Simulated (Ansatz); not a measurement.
Computed with Ansatz on PBE0-D4/def2-TZVP structures; ΔE is electronic, products minus reactants. CCSD(T)/CBS adds triple-zeta CCSD(T) − MP2 to the extrapolated MP2 energy (def2 sets, frozen cores). This one scheme is used for every species, atoms too. Functionals use def2-TZVPP. B3LYP here is the variant with VWN-RPA as its local correlation; programs differ in this. No spin–orbit coupling; open shells (•) take unrestricted orbitals. Spin–orbit coupling would lower the free atoms: a little for C, O, S, Si. One conformer a species, not always the lowest.

Reaction (atomization): `O/C([SiH3])=C(\O)S` → 2 C• + 6 H• + 2 O• + S• + Si•

`O/C([SiH3])=C(\O)S`:

Z-matrix (Å, degrees):
```
Si
C 1 1.865
H 1 1.484 2 113.9
H 1 1.497 2 103.6 3 -116.9
H 1 1.483 2 112.6 3 126.0
C 2 1.341 1 123.2 3 -67.2
O 2 1.382 1 121.5 3 113.5
O 6 1.351 2 123.6 1 -176.7
S 6 1.745 2 119.7 1 8.5
H 7 0.960 2 109.6 1 4.3
H 8 0.968 6 107.1 2 2.4
H 9 1.348 6 97.4 2 -118.3
```

```csv
level,ΔE (kJ/mol)
PBE-D4,4474.9
B3LYP-D4,4336.4
ωB97X-V,4364.8
HF/def2-TZVPP,2965.5
SCS-MP2/def2-TZVPP,4275.2
CCSD/def2-TZVPP,4126.0
CCSD(T)/def2-TZVPP,4214.2
HF/def2-QZVPP,2972.8
```

(1) What does CCSD(T)/CBS give? (Best estimate.)

Largest T1 diagnostic among the species: 0.013.

Answers

(1) The calculation gave: +4351.3 kJ/mol. The listed levels differ from it by 123.6, -14.9, 13.5, -1385.8, -76.1, -225.3, -137.1, -1378.5 kJ/mol.

The D4 term adds +50.0 kJ/mol with B3LYP and +26.3 kJ/mol with PBE0; it sums over pairs of atoms, weighted by their polarisabilities, and B3LYP, whose exchange is more repulsive, gets the larger term. From PBE to PBE0 (25 % exact exchange), in def2-TZVPP and without D4, ΔE moves by −114.4 kJ/mol: exact exchange takes away binding that semilocal exchange gives to molecules. In def2-TZVPP, CCSD(T) changes the Hartree–Fock value by +1248.7 kJ/mol (the triples alone add +88.3 kJ/mol) and MP2 by +1348.1 kJ/mol; breaking electron pairs costs correlation energy, which Hartree–Fock lacks.

For atomizations the MP2-based limit and the directly extrapolated one differ by several kJ/mol either way, and by 10 to 25 for some Ge, Se and Sn compounds, so smaller differences from it don't rank the levels.
